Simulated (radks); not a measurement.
Problem. Isoelectronic series with 27 electrons, each ion in its NIST ground configuration. Calculated with a radial shooting solver on a logarithmic mesh with Libxc functionals: scalar-relativistic Kohn-Sham, PBE, spin-polarised, spherical densities, finite nucleus; open shells are filled with parallel spins first (spin-orbit coupling, left out, can overturn this in heavy ions); Fermi nuclear charge, rms radius of each element as measured or else 0.836 A^(1/3) + 0.57 fm. Total energies (hartree) and mean radii <r> (bohr):

ion    configuration  E (hartree)  3d down   3d up
Co      [Ar] 3d7 4s2  -1393.22011    1.115   1.048
As6+        [Ar] 3d9  -2250.12831   0.6354  0.6328
Kr9+        [Ar] 3d9  -2763.14829   0.5258  0.5243
Mo15+       [Ar] 3d9  -3960.40862   0.3963  0.3956
Rh18+       [Ar] 3d9  -4646.06007   0.3539  0.3533
Cd21+       [Ar] 3d9  -5390.85248   0.3199  0.3194
Sb24+       [Ar] 3d9  -6195.76955   0.2920  0.2916
Xe27+       [Ar] 3d9  -7061.89800   0.2686  0.2683
La30+       [Ar] 3d9   -7990.4537   0.2487  0.2485
Nd33+       [Ar] 3d9   -8982.7742   0.2316  0.2314
Eu36+       [Ar] 3d9  -10040.2995   0.2167  0.2165
Dy39+       [Ar] 3d9  -11164.7041   0.2036  0.2034
Tm42+       [Ar] 3d9  -12357.8207   0.1919  0.1918
Hf45+       [Ar] 3d9  -13621.5446   0.1815  0.1814

Estimate the row of Zn3+ ([Ar] 3d9).

Solution. E (hartree) -1793.49000; 3d down 0.8236; 3d up 0.8173.
